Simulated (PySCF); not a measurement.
C₈H₉FNP.
Bonds: F1–C2, C2–C3 (double), C3–C4, C4–C5, C5–P6, P6–N7, N7–C8 (aromatic), C8–C9 (aromatic), C9–C10 (aromatic), C10–C11 (aromatic), C2–P6, N7–C11 (aromatic). Hydrogens: H12 on C3; H13, H14 on C4; H15, H16 on C5; H17 on C8; H18 on C9; H19 on C10; H20 on C11.

Probes without a nucleus sit at each ring's centroid and 1 Å off its mean plane on both sides; NICS is minus the shielding there, NICSzz its component along the normal. Level: GIAO PBE0/pcSseg-1 (PySCF, non-relativistic, gas phase) on the GFN2-xTB geometry, one conformer.

Rings: 1. C2–C3–C4–C5–P6; 2. N7–C8–C9–C10–C11.

```json
{"set": "P", "NICS(0)": "-12.6", "NICS(1), two faces": "-10.8 / -10.6", "NICS(1)zz, two faces": "-28.4 / -27.6"}
{"set": "Q", "NICS(0)": "-3.9", "NICS(1), two faces": "-3.9 / -1.6", "NICS(1)zz, two faces": "-4.7 / -3.0"}
```

Problem. Which set (ppm) belongs to which ring?

Solution. P = 2, Q = 1.
- 1 (5-membered ring with P; formal bonds 1 double, 4 single): mean NICS(1)zz -3.9 ppm, shielded. C4, C5 have four or more neighbours, and the NICS criterion for π rings isn't applied.
- 2 (5-membered ring with N; formal bonds all aromatic): mean NICS(1)zz -28.0 ppm, shielded, aromatic by this magnetic criterion (flat ring, no four-coordinate atom).

Problem. How do the rings differ in shape?

Solution. 
```json
{"ring": "1", "bond lengths (Å)": "1.325, 1.492, 1.539, 1.875, 1.836", "rms pucker (Å)": "0.04", "HOMA": "–", "nearest outside atom to a NICS(1) probe (Å)": "hydrogen 1.64"}
{"ring": "2", "bond lengths (Å)": "1.373, 1.361, 1.415, 1.362, 1.372", "rms pucker (Å)": "0.00", "HOMA": "0.83", "nearest outside atom to a NICS(1) probe (Å)": "hydrogen 2.45"}
```

HOMA = 1 − mean of α(R − Ropt)² over the ring bonds, with Krygowski's 1993 parameters (CC: Ropt 1.388 Å, α 257.7 Å⁻²; CN: Ropt 1.334 Å, α 93.52 Å⁻²). A dash marks a ring with a four-coordinate atom, a triple bond, no multiple bond or a kind of bond without parameters.
